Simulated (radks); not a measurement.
Values are calculated unless marked as measured or tabulated.
Problem. Neutral thallium, 81 electrons, occupied as [Xe] 4f13 5d10 6s1 6p3 (not the ground configuration). Level of theory: scalar-relativistic Kohn-Sham, SCAN, spin-polarised, spherical densities, finite nucleus; open shells are filled with parallel spins first (spin-orbit coupling, left out, can overturn this in heavy ions); meta-GGA in the generalised Kohn-Sham scheme; Fermi nuclear charge, rms radius 5.4759 fm (a radial shooting solver on a logarithmic mesh with Libxc functionals). Some entries of the table are withheld. Estimate them.

orbital  occ.  eigenvalue (hartree)  <1/r> (bohr^-1)
1s up       1             -3149.570            99.39
1s down     1             -3149.567            99.39
2s up       1             -562.5549            23.36
2s down     1             -562.5514            23.36
2p up       3             -483.9247            20.60
2p down     3             -483.9211            20.60
3s up       1             -135.4759            8.662
3s down     1             -135.4422            8.664
3p up       3             -112.7199            7.854
3p down     3             -112.6831            7.855
3d up       5             -89.05703            7.368
3d down     5             -89.02580            7.370
4s up       1             -31.09184            3.729
4s down     1             -31.02528            3.727
4p up       3             -23.57203            3.364
4p down     3             -23.50842            3.362
4d up       5             -14.72615            3.026
4d down     5             -14.66289            3.024
5s up       1              -5.32302            1.570
5s down     1              -5.31272            1.563
4f up       7              -4.99160            2.639
4f down     6              -4.92452            2.636
5p up       3              -3.22511              (1)
5p down     3              -3.22248              (2)
5d up       5              -0.84974            1.000
5d down     5              -0.82615            1.017
6s up       1              -0.52036           0.5433
6p up       3              -0.19193           0.4031

Solution. 
(1) 5p up <1/r> (bohr^-1): 1.350
(2) 5p down <1/r> (bohr^-1): 1.346
